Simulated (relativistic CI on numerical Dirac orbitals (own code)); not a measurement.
Pd+: 4d valence photoemission

Computed with this model: Dirac-Coulomb-Breit CI, orbitals from a KLI potential per configuration, model QED (radiative potential, 1s self-energy scaled to tabulated hydrogen-like ionisation energies), valence Slater integrals scaled by 0.8, multiplet model of photoemission in the sudden approximation; configurations [Kr] 4d9 → [Kr] 4d8; 80 K; Lorentzian 0.3 eV and Gaussian 0.5 eV FWHM. Energies are those of the free ion, without screening or charge transfer. The energies are binding energies and can lie tens of eV above those of solids. S is read from ⟨S²⟩ = S(S + 1).

Field parameters in Wybourne normalisation: D3d B²₀ = −7Dσ, B⁴₀ = −14Dq − 21Dτ, B⁴₃ = −14√(10/7) Dq. The field is a parameter set, without covalency.

Peaks in eV (height, largest 100): 17.7 (100), 19.6 (72).

**Question.** Which surroundings give this spectrum?
A. D3d, 10Dq = 18050, Dσ = -1200, Dτ = 120 cm⁻¹
B. free ion
C. D3d, 10Dq = 18050, Dσ = 720, Dτ = 120 cm⁻¹

**Answer.** B. free ion, where the ground state has S = 0.50.
